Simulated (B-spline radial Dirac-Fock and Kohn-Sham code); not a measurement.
Photoabsorption cross section of Kr⁵⁺ by shell

System: the Kr⁵⁺ ion, [Ar] 3d10 4s2 4p1.

Input of the calculation (task.json; shells as n, l, electrons):

```json
{"items": [{
  "Z": 36,
  "q": 5,
  "cfg": [[1, 0, 2], [2, 0, 2], [2, 1, 6], [3, 0, 2], [3, 1, 6], [3, 2, 10], [4, 0, 2], [4, 1, 1]],
  "A": 84,
  "rrms": 4.1884,
  "do": ["binding", "quiet", "photo"],
  "hv": [94.4, 629.0, 660.0, 800, 1200.0, 1253.6, 1660.0, 2984.4, 3850.0, 4000, 5414.7, 5890.0, 9251.7, 17479.3, 40000, 98000.0]
}]}
```

Command: `python xray_run.py task.json out`

Calculated with an atomic code on a B-spline grid, using Dirac-Hartree-Slater photoionisation with all multipoles and Dirac-Fock thresholds.

Computed thresholds (eV): K 14407.9, L1 2010.7, L2 1812.2, L3 1759.3, M1 373.7, M2 302.4, M3 294.4, M4 171.1, M5 169.8, N1 92.56, N2 77.51, N3 76.49.

```csv
photon energy (eV),total (b),K (%),L (%),M (%),N (%)
94.4,324000,–,–,–,100.0
629,1.126e+06,–,–,97.6,2.4
660,1.015e+06,–,–,97.6,2.4
800,663000,–,–,97.3,2.7
1200,259100,–,–,96.7,3.3
1253.6,233400,–,–,96.6,3.4
1660,117900,–,–,96.1,3.9
2984.4,185400,–,85.6,13.7,0.7
3850,95450,–,85.6,13.6,0.8
4000,86270,–,85.6,13.6,0.8
5414.7,38380,–,85.5,13.6,1.0
5890,30550,–,85.4,13.6,1.0
9251.7,8798,–,85.2,13.6,1.2
17479.3,10930,86.6,11.3,1.8,0.2
40000,1117,88.1,10.1,1.6,0.2
98000,80.88,88.6,9.6,1.6,0.2
```

Q: With what power of the photon energy does the total fall between 40000 and 98000 eV?

A: As E^-2.93. The non-relativistic Born limit for an s electron far above threshold is E^-3.5; near threshold and at relativistic energies the fall is slower.
